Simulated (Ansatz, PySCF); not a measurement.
This Ansatz (a first-principles code) input computes a CCSD(T)/cc-pVDZ energy:

Ansatz 0.2 input:
```yaml
crystal:
  periodic: [false, false, false]
  atoms:
    - {symbol: B, position_ang: [-0.00000000, -0.00000000, -0.73134743]}
    - {symbol: O, position_ang: [0.00000000, 0.00000000, 0.45709214]}
basis:
  gaussian:
    orbitals: cc-pVDZ
total_charge: 1
magnetization: {spin_polarized: false}
correlation: {method: ccsd_t, electrons: outside_noble_gas}
```

Q: Write an input for the same energy in PySCF and say what it gives.

A: 
```python
from pyscf import gto, scf, mp, cc as ccmod

mol = gto.M(
    atom='''
    B    -0.00000000   -0.00000000   -0.73134743
    O     0.00000000    0.00000000    0.45709214
    ''',
    basis='cc-pvdz',
    charge=1,
    spin=0,
    verbose=4,
)

mf = scf.RHF(mol)
mf.conv_tol = 1e-10
mf.max_cycle = 100
mf.kernel()
mp2 = mp.MP2(mf, frozen=2).run()
cc = ccmod.CCSD(mf, frozen=2)
cc.max_cycle = 100
cc.kernel()
et = cc.ccsd_t()
print(f'E(CCSD(T)) = {cc.e_tot + et:.9f}')
```
It gives -99.30915 Eh, and Ansatz -99.30915 Eh, a difference of 0.00 mEh.
